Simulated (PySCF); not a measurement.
Compound: C₆H₁₅P₂ (charge +1).
Atom-mapped SMILES: `[CH2:1]=[CH:2][CH2:3][P@@+:4]([CH3:5])([PH2:6])[CH2:7][CH3:8]` (hydrogens: H9, H10 on C1; H11 on C2; H12, H13 on C3; H14, H15, H16 on C5; H17, H18 on P6; H19, H20 on C7; H21, H22, H23 on C8)

The same species was optimised twice, with GFN2-xTB and with PBE0-D3(BJ)/def2-SVP (PySCF), and the same property calculations (PySCF, gas phase) were run on both structures.

```
     coordinate  GFN2-xTB  PBE0-D3(BJ)/def2-SVP  change
      P4–P6 (Å)     2.169                 2.197  +0.028
      P4–C7 (Å)     1.842                 1.820  -0.022
      C1=C2 (Å)     1.319                 1.334  +0.015
      P4–C5 (Å)     1.814                 1.802  -0.012
      C3–P4 (Å)     1.832                 1.826  -0.006
      C7–C8 (Å)     1.523                 1.521  -0.002
      C2–C3 (Å)     1.500                 1.499  -0.001
   C2–C3–P4 (°)     108.8                 112.1    +3.3
   P4–C7–C8 (°)     112.7                 115.3    +2.6
   P6–P4–C7 (°)     117.2                 115.0    -2.2
   C3–P4–C5 (°)     106.7                 108.6    +1.9
   C5–P4–C7 (°)     107.0                 108.8    +1.8
   C3–P4–P6 (°)     108.5                 107.5    -1.0
   C5–P4–P6 (°)     107.5                 106.8    -0.7
   C3–P4–C7 (°)     109.4                 109.9    +0.5
C1–C2–C3–P4 (°)       115                   105     -10
C2–C3–P4–C5 (°)       -70                   -61      +9
C3–P4–C7–C8 (°)       -70                   -63      +7
```

Rotational constants: A = 1672, B = 964.7, C = 851.6 MHz (GFN2-xTB) against A = 1641, B = 961.8, C = 839.8 MHz (PBE0-D3(BJ)/def2-SVP). Point groups within 0.08 Å: C1 and C1.

On the GFN2-xTB structure: HOMO (eV) -11.59 [PBE0/pcSseg-1]; LUMO (eV) -4.70 [PBE0/pcSseg-1]; GIAO shielding of C1 (ppm) 47.3 [PBE0/pcSseg-1]; GIAO shielding of C2 (ppm) 59.2 [PBE0/pcSseg-1]; GIAO shielding of C3 (ppm) 153.1 [PBE0/pcSseg-1]; GIAO shielding of P4 (ppm) 303.7 [PBE0/pcSseg-1]; GIAO shielding of C5 (ppm) 176.3 [PBE0/pcSseg-1]; GIAO shielding of P6 (ppm) 566.6 [PBE0/pcSseg-1]; GIAO shielding of C7 (ppm) 157.1 [PBE0/pcSseg-1]; GIAO shielding of C8 (ppm) 179.1 [PBE0/pcSseg-1].

Question: What do these properties become on the PBE0-D3(BJ)/def2-SVP structure?

Answer: 
| property | level | on GFN2-xTB | on PBE0-D3(BJ)/def2-SVP | change |
| --- | --- | --- | --- | --- |
| HOMO (eV) | PBE0/pcSseg-1 | -11.59 | -11.52 | +0.07 |
| LUMO (eV) | PBE0/pcSseg-1 | -4.70 | -4.64 | +0.06 |
| energy, GFN2-xTB geometry as zero (kcal/mol) | PBE0/pcSseg-1 | 0.0 | -2.3 | -2.3 |
| GIAO shielding of C1 (ppm) | PBE0/pcSseg-1 | 47.3 | 42.4 | -4.9 |
| GIAO shielding of C2 (ppm) | PBE0/pcSseg-1 | 59.2 | 56.9 | -2.3 |
| GIAO shielding of C3 (ppm) | PBE0/pcSseg-1 | 153.1 | 154.3 | +1.2 |
| GIAO shielding of P4 (ppm) | PBE0/pcSseg-1 | 303.7 | 303.1 | -0.6 |
| GIAO shielding of C5 (ppm) | PBE0/pcSseg-1 | 176.3 | 176.7 | +0.4 |
| GIAO shielding of P6 (ppm) | PBE0/pcSseg-1 | 566.6 | 543.9 | -22.7 |
| GIAO shielding of C7 (ppm) | PBE0/pcSseg-1 | 157.1 | 158.1 | +1.0 |
| GIAO shielding of C8 (ppm) | PBE0/pcSseg-1 | 179.1 | 178.0 | -1.1 |

The heavy atoms differ by 0.090 Å rms after alignment. Among bonds between heavy atoms P4–P6 changes most (+0.028 Å). Changes are differences of the printed values. Neither structure is proved a minimum here. The structure is a single PBE0-D3(BJ)/def2-SVP conformer in the gas phase; no vibrational or solvent corrections.

The values belong to the conformer `[CH2:1]=[CH:2][CH2:3][P@@+:4]([CH3:5])([PH2:6])[CH2:7][CH3:8]`: C1–C2–C3–P4 105°, C2–C3–P4–C5 -61°, C3–P4–C7–C8 -63°, H–P6–P4–C3 70°, H–P6–P4–C3 165°.
